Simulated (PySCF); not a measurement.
# Reading a saddle point

A first-order saddle point of BH$_{4}$ClO$_{2}$, closed shell, PBE0-D4/def2-TZVP, with one imaginary mode of 861i cm⁻¹:

```csv
atom,x (Å),y (Å),z (Å)
B1,-0.0632,-0.1956,-0.1330
H2,1.2133,-0.6544,-0.1022
O3,-0.3467,0.6473,-1.1612
O4,-0.8382,-1.2371,0.2443
H5,1.1726,-0.0493,0.6373
Cl6,0.5044,1.0993,1.6084
H7,0.1245,1.4826,-1.1359
H8,-1.7668,-1.0929,0.0423
```

Computed with PySCF 2.14 with density fitting (its default auxiliary sets; JK sets also for MP2 and CCSD(T)) (basis: def2-TZVPP and def2-QZVPP); correlated methods freeze the cores. Extrapolation: Hartree–Fock as exp(−7.88 √X), correlation as X^−2.97.

(1) Which contacts change along the imaginary mode, and what lies on either side? (Judge from chemistry; the calculation decides.)

(2) Which side is lower, and how far does the saddle lie above each? (An estimate is asked for; the value comes from the calculation.)

The T1 diagnostic stays at or below 0.013.

## Answers

(1) The calculation gives: The step is BH₃O₂ ([OH][BH][OH]) + HCl → BH₂ClO₂ ([OH][B]([OH])[Cl]) + H₂, with the molecules in contact on both sides. Shortening one way: B1–Cl6, H2–H5; lengthening the same way: B1–H2, H5–Cl6.
| pair | one side (Å) | saddle (Å) | other side (Å) |
| --- | --- | --- | --- |
| B1–Cl6 | 3.72 | 2.24 | 1.77 |
| H2–H5 | 2.24 | 0.96 | 0.75 |
| B1–H2 | 1.20 | 1.36 | 3.38 |
| H5–Cl6 | 1.28 | 1.65 | 3.25 |

(2) Computed: The side with B1–Cl6, H2–H5 short is lower by 12.33 kcal/mol; the saddle lies 47.39 kcal/mol above it and 35.07 kcal/mol above the other (CCSD(T) at an estimated basis limit (MP2 extrapolated from triple and quadruple zeta, plus CCSD(T) − MP2 in triple zeta); electronic energies).

Labels in which every atom is bracketed show which atoms are joined, not bond orders.

For scale, one of the runs: CCSD(T)/def2-TZVPP, 191 basis functions, launched by `OMP_NUM_THREADS=4 python run.py`. Hardware: 4 CPU threads of an Arm Neoverse V2, shared host. Wall time 6 min; peak host memory 2.4 GiB.
